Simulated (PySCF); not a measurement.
# Where the electron goes

C₅H₁₁Al.
Atom-mapped SMILES: `[CH3:1][C@@H:2]1[CH2:3][CH2:4][CH2:5][AlH:6]1` (hydrogens: H7, H8, H9 on C1; H10 on C2; H11, H12 on C3; H13, H14 on C4; H15, H16 on C5; H17 on Al6)

Theory: TDDFT B3LYP/def2-SVPD, vertical, gas phase, core orbitals frozen in the response in PySCF 2.14.0, density-fitted response routines. Isolated species at its PBE0-D3(BJ)/def2-SVP geometry (one conformer only).

Kohn–Sham orbitals with the atoms that hold most of them (Löwdin shares over 4%, at most four atoms; ? is withheld):

| orbital | ε (eV) | atoms |
| --- | --- | --- |
| HOMO-3 | -8.89 | C3 22%, C4 21%, C1 15%, C2 12% |
| HOMO-2 | -8.65 | C3 20%, C2 16%, C4 13%, H11 11% |
| HOMO-1 | -7.40 | ? |
| HOMO | -6.50 | ? |
| LUMO | -1.24 | Al6 56%, H17 12%, C5 9%, C2 9% |
| LUMO+1 | 0.04 | Al6 52%, C5 6%, C2 5%, H10 4% |
| LUMO+2 | 0.53 | Al6 32%, H17 12%, C1 10%, C5 9% |

Question: Give the leading atoms of the HOMO-1.

Answer: C5 (bonded to Al, C and 2 H) 22%; Al6 (bonded to 2 C and H) 22%; H17 (bonded to Al) 19%; C4 (bonded to 2 C and 2 H) 10%. By element: carbon 32% or more, aluminium 22%, hydrogen 19% or more.

Question: Give the leading atoms of the HOMO.

Answer: C2 (bonded to Al, 2 C and H) 30%; Al6 (bonded to 2 C and H) 18%; C5 (bonded to Al, C and 2 H) 17%; C1 (bonded to C and 3 H) 8%. By element: carbon 55% or more, aluminium 18%.

Question: The HOMO–LUMO gap is 5.26 eV. Where does the response calculation put the lowest singlet, and from which orbitals?

Answer: S1 is at 4.15 eV (f = 0.0002), 1.12 eV below the gap, made of HOMO→LUMO (100%). 

Question: Give energy, strength and leading configuration of S1, S2, S3, S5 and S7, and follow the Löwdin shares of the leading atoms from the occupied to the empty orbital.

Answer: 
- S1 (4.15 eV, f 0.0002), HOMO→LUMO (100%): C2 30% → 9%, Al6 18% → 56%, H17 at most 8% → 12%
- S2 (5.03 eV, f 0.0005), HOMO-1→LUMO (99%): C5 22% → 9%, Al6 22% → 56%, H17 19% → 12%
- S3 (5.68 eV, f 0.011), HOMO→LUMO+1 (99%): C2 30% → 5%, Al6 18% → 52%, C5 17% → 6%
- S5 (6.49 eV, f 0.0010), HOMO-2→LUMO (92%): C3 20% → at most 9%, C2 16% → 9%, Al6 at most 11% → 56%, H17 at most 11% → 12%
- S7 (6.65 eV, f 0.0036), HOMO-1→LUMO+1 (89%): C5 22% → 6%, Al6 22% → 52%

Löwdin shares depend on the basis, the more so with diffuse functions.

Time: 3.7 min. Hardware: one thread of an Arm Neoverse N1, shared host.
